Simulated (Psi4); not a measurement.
C₅H₁₀O₂, triplet, geometry from GFN2-xTB (a higher spin typed on purpose: for a closed-shell molecule this is an excited state), with bond 16-4 at 1.3 times its length; BLYP/STO-3G in Psi4.

Psi4 was given this input:
```
memory 2 GB

molecule {
0 3
  C    -0.73625456    0.18031274    1.50162581
  C    -0.60520756    0.18405462   -0.00498451
  C    -1.56034575   -0.77288188   -0.68318510
  C    -0.64173758    1.56773273   -0.61747268
  C     0.96848711   -0.34934101   -0.39686554
  O     1.84217162    0.55662477    0.13610481
  O     1.02552288   -1.59639469   -0.19987370
  H    -0.06594003    0.90706390    1.95627426
  H    -1.75933852    0.43698540    1.78035443
  H    -0.51929729   -0.80943847    1.89963957
  H    -2.57965495   -0.40056188   -0.57585168
  H    -1.49643221   -1.76237632   -0.23958998
  H    -1.33473584   -0.85712739   -1.74327402
  H     0.11509125    2.21377824   -0.18104230
  H    -0.48193302    1.52016241   -1.69168375
  H    -1.91890977    2.13611597   -0.37794642
  H     2.25521264    0.20545970    0.94383816
}

set basis sto-3g
set reference uks
set dft_radial_scheme mura

energy('blyp')
print_variables()
```

Write the output that Psi4 gives for this input, abridged.


```
   => Loading Basis Set <=

    Name: STO-3G
    Role: ORBITAL
    Keyword: BASIS

         ---------------------------------------------------------
                                   SCF
               by Justin Turney, Rob Parrish, Andy Simmonett
                          and Daniel G. A. Smith
                              UKS Reference
         ---------------------------------------------------------

  ==> Geometry <==

    Molecular point group: c1
    Full point group: C1

    Geometry (in Angstrom), charge = 0, multiplicity = 3:

       Center              X                  Y                   Z               Mass
    ------------   -----------------  -----------------  -----------------  -----------------
         C           -0.806021383079     0.212588754217     1.517752183696    12.000000000000
         C           -0.674974383079     0.216330634217     0.011141863696    12.000000000000
         C           -1.630112573079    -0.740605865783    -0.667058726304    12.000000000000
         C           -0.711504403079     1.600008744217    -0.601346306304    12.000000000000
         C            0.898720286921    -0.317064995783    -0.380739166304    12.000000000000
         O            1.772404796921     0.588900784217     0.152231183696    15.994914619570
         O            0.955756056921    -1.564118675783    -0.183747326304    15.994914619570
         H           -0.135706853079     0.939339914217     1.972400633696     1.007825032230
         H           -1.829105343079     0.469261414217     1.796480803696     1.007825032230
         H           -0.589064113079    -0.777162455783     1.915765943696     1.007825032230
         H           -2.649421773079    -0.368285865783    -0.559725306304     1.007825032230
         H           -1.566199033079    -1.730100305783    -0.223463606304     1.007825032230
         H           -1.404502663079    -0.824851375783    -1.727147646304     1.007825032230
         H            0.045324426921     2.246054254217    -0.164915926304     1.007825032230
         H           -0.551699843079     1.552438424217    -1.675557376304     1.007825032230
         H           -1.988676593079     2.168391984217    -0.361820046304     1.007825032230
         H            2.185445816921     0.237735714217     0.959964533696     1.007825032230

  Running in c1 symmetry.

  Rotational constants: A =      0.10771  B =      0.07988  C =      0.06654 [cm^-1]
  Rotational constants: A =   3228.98149  B =   2394.79995  C =   1994.71037 [MHz]
  Nuclear repulsion =  326.232643567402476

  Charge       = 0
  Multiplicity = 3
  Electrons    = 56
  Nalpha       = 29
  Nbeta        = 27

  ==> Algorithm <==

  SCF Algorithm Type is DF.
  DIIS enabled.
  MOM disabled.
  Fractional occupation disabled.
  Guess Type is SAD.
  Energy threshold   = 1.00e-06
  Density threshold  = 1.00e-06
  Integral threshold = 1.00e-12

  ==> Primary Basis <==

  Basis Set: STO-3G
    Blend: STO-3G
    Number of shells: 31
    Number of basis functions: 45
    Number of Cartesian functions: 45
    Spherical Harmonics?: true
    Max angular momentum: 1

  ==> DFT Potential <==

   => LibXC <=

    Version 7.1.2
    S. Lehtola, C. Steigemann, M. J. T. Oliveira, and M. A. L. Marques,  SoftwareX 7, 1–5 (2018) (10.1016/j.softx.2017.11.002)

   => Composite Functional: BLYP <=

    BLYP GGA Exchange-Correlation Functional

    P.J. Stephens et. al., J. Phys. Chem., 98, 11623-11627, 1994
    B. Miehlich et. al., Chem. Phys. Lett., 157(3), 200-206 1989

    Deriv               =              1
    GGA                 =           TRUE
    Meta                =          FALSE

    Exchange Hybrid     =          FALSE
    MP2 Hybrid          =          FALSE

   => Exchange Functionals <=

    1.0000     XC_GGA_X_B88

   => Correlation Functionals <=

    1.0000     XC_GGA_C_LYP

   => LibXC Density Thresholds  <==

    XC_GGA_C_LYP:  1.00E-14
    XC_GGA_X_B88:  1.00E-15

   => Molecular Quadrature <=

    Radial Scheme          =           MURA
    Pruning Scheme         =           NONE
    Nuclear Scheme         =       TREUTLER

    Blocking Scheme        =         OCTREE
    BS radius alpha        =              1
    Pruning alpha          =              1
    Radial Points          =             75
    Spherical Points       =            302
    Total Points           =         362501
    Total Blocks           =           2691
    Max Points             =            256
    Max Functions          =             42
    Weights Tolerance      =       1.00E-15

   => Loading Basis Set <=

    Name: (STO-3G AUX)
    Role: JKFIT
    Keyword: DF_BASIS_SCF

  ==> Integral Setup <==

  SCF_SUBTYPE=INCORE selected. In-core MEM_DF algorithm will be used.
  Using in-core AOs.

  ==> MemDFJK: Density-Fitted J/K Matrices <==

    J tasked:                   Yes
    K tasked:                    No
    wK tasked:                   No
    Algorithm:                 Core
    Schwarz Cutoff:           1E-12
    Mask sparsity (%):       1.4815
    Fitting Condition:        1E-10

   => Auxiliary Basis Set <=

  Basis Set: (STO-3G AUX)
    Blend: DEF2-UNIVERSAL-JKFIT
    Number of shells: 235
    Number of basis functions: 709
    Number of Cartesian functions: 831
    Spherical Harmonics?: true
    Max angular momentum: 4

  Minimum eigenvalue in the overlap matrix is 2.0280484173E-01.
  Reciprocal condition number of the overlap matrix is 7.8980845699E-02.
    Using symmetric orthogonalization.

  ==> Pre-Iterations <==

  SCF Guess: Superposition of Atomic Densities via on-the-fly atomic UHF (no occupation information).

   -------------------------
    Irrep   Nso     Nmo
   -------------------------
     A         45      45
   -------------------------
    Total      45      45
   -------------------------

  ==> Iterations <==

                           Total Energy        Delta E     RMS |[F,P]|

   @DF-UKS iter SAD:  -339.18983385785970   -3.39190e+02   0.00000e+00
   @DF-UKS iter   1:  -342.13037573590589   -2.94054e+00   5.10177e-03 DIIS/ADIIS
   @DF-UKS iter   2:  -341.95334123143220    1.77035e-01   1.29735e-02 DIIS/ADIIS
   @DF-UKS iter   3:  -342.16067763963719   -2.07336e-01   2.60111e-03 DIIS/ADIIS
   @DF-UKS iter   4:  -342.16430789249483   -3.63025e-03   2.08554e-03 DIIS/ADIIS
   @DF-UKS iter   5:  -342.17042512795791   -6.11724e-03   3.18034e-04 DIIS/ADIIS
   @DF-UKS iter   6:  -342.17053240416675   -1.07276e-04   1.32535e-04 DIIS/ADIIS
   @DF-UKS iter   7:  -342.17055750979722   -2.51056e-05   2.83842e-05 DIIS
   @DF-UKS iter   8:  -342.17055863921178   -1.12941e-06   8.82889e-06 DIIS
   @DF-UKS iter   9:  -342.17055873662491   -9.74131e-08   2.69277e-06 DIIS
   @DF-UKS iter  10:  -342.17055874846545   -1.18405e-08   8.30662e-07 DIIS
  Energy and wave function converged.

  ==> Post-Iterations <==

   Electrons on quadrature grid:
      Nalpha   =   29.0000440942 ; deviation = 4.409e-05
      Nbeta    =   27.0000442832 ; deviation = 4.428e-05
      Ntotal   =   56.0000883774 ; deviation = 8.838e-05

   @Spin Contamination Metric:   1.832382533E-03
   @S^2 Expected:                2.000000000E+00
   @S^2 Observed:                2.001832383E+00
   @S   Expected:                1.000000000E+00
   @S   Observed:                1.000000000E+00

    Orbital Energies [Eh]
    ---------------------

    Alpha Occupied:

[...]
    Alpha Virtual:

[...]
      45A      0.558018

    Beta Occupied:

[...]
    Beta Virtual:

[...]
    Final Occupation by Irrep:
              A
    DOCC [    27 ]
    SOCC [     2 ]
    NA   [    29 ]
    NB   [    27 ]

  @DF-UKS Final Energy:  -342.17055874846545

   => Energetics <=

    Nuclear Repulsion Energy =            326.2326435674024765
    One-Electron Energy =               -1114.3162207306161235
    Two-Electron Energy =                 493.8147980441084428
    DFT Exchange-Correlation Energy =     -47.9017796293601990
    Empirical Dispersion Energy =           0.0000000000000000
    VV10 Nonlocal Energy =                  0.0000000000000000
    Total Energy =                       -342.1705587484654529

  UHF NO Occupations:
  HONO-2 :   27  A 1.9995161
  HONO-1 :   28  A 1.0000000
  HONO-0 :   29  A 1.0000000
  LUNO+0 :   30  A 0.0004839
  LUNO+1 :   31  A 0.0001388
  LUNO+2 :   32  A 0.0001043
  LUNO+3 :   33  A 0.0000795

Computation Completed

Properties will be evaluated at   0.000000,   0.000000,   0.000000 [a0]

Properties computed using the SCF density matrix

 Multipole Moments:

 ------------------------------------------------------------------------------------
     Multipole            Electronic (a.u.)      Nuclear  (a.u.)        Total (a.u.)
 ------------------------------------------------------------------------------------

 L = 1.  Multiply by 2.5417464519 to convert [e a0] to [Debye]
 Dipole X            :          7.8867876           -7.9400129           -0.0532253
 Dipole Y            :         -3.5794946            3.6634650            0.0839704
 Dipole Z            :         -1.2332182            1.8110227            0.5778045
 Magnitude           :                                                    0.5862952

 ------------------------------------------------------------------------------------

  Variable Map:
  ----------------------------------------------------------------------------
[...]
  Array Variable Map:
  ----------------------------------------------------------------------------
[...]
[...]
```
